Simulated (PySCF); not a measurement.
# How methods differ on the electron affinity of Au

Au- [Xe] 4f14 5d10 6s2 (1S) → Au [Xe] 4f14 5d10 6s1 (2S), as a difference of total energies. All numbers are calculated (PySCF 2.14, a scalar-relativistic core potential, in aug-cc-pwCVDZ-PP with ECP60MDF (6s6p5d3f, 70 functions)). Correlated levels: valence and next inner shell: nothing frozen outside the core potential. The calculations carry no spin-orbit coupling.

```tsv
method	electron affinity (eV)	error (eV)
UHF	0.624	-1.685
MP2 (valence and next inner shell)	2.208	-0.101
SCS-MP2 (valence and next inner shell)	2.135	-0.174
CCSD (valence and next inner shell)	2.032	-0.277
CCSD(T) (valence and next inner shell)	2.195	-0.114
```

Reference: 2.309 eV (measured; photodetachment measurements, as compiled on the Wikipedia data page of electron affinities).

Errors of the correlated levels include the incompleteness of this basis.

The coupled-cluster amplitudes are large for Au- (T1 above 0.03 or a double amplitude above 0.15), so a single reference is strained.
